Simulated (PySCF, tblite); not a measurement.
System: F2Si, singlet: symmetric bend, bond length relaxed. Scanned: F-Si-F angle. Other coordinates (Si-F bond length) were minimised at PBE0/def2-TZVP.

Levels of theory: GFN2-xTB, 300 K electronic temperature (tblite); CCSD(T) on RHF/cc-pVTZ, 7 core orbitals frozen (PySCF).

Energies relative to the lowest point of each profile, in eV; the last columns give the difference from CCSD(T):

```csv
a / °,GFN2-xTB,CCSD(T),GFN2-xTB − CCSD(T)
180,3.879,1.873,2.006
170,3.089,1.817,1.272
160,2.389,1.645,0.744
150,1.790,1.364,0.425
140,1.281,1.011,0.270
130,0.853,0.642,0.211
120,0.500,0.315,0.186
110,0.224,0.082,0.143
100,0.043,0.000,0.043
90,0.000,0.141,-0.141
80,0.202,0.627,-0.425
```

GFN2-xTB is furthest from CCSD(T) at 180 (2.006 eV, above); its mean absolute difference over the points is 0.533 eV.
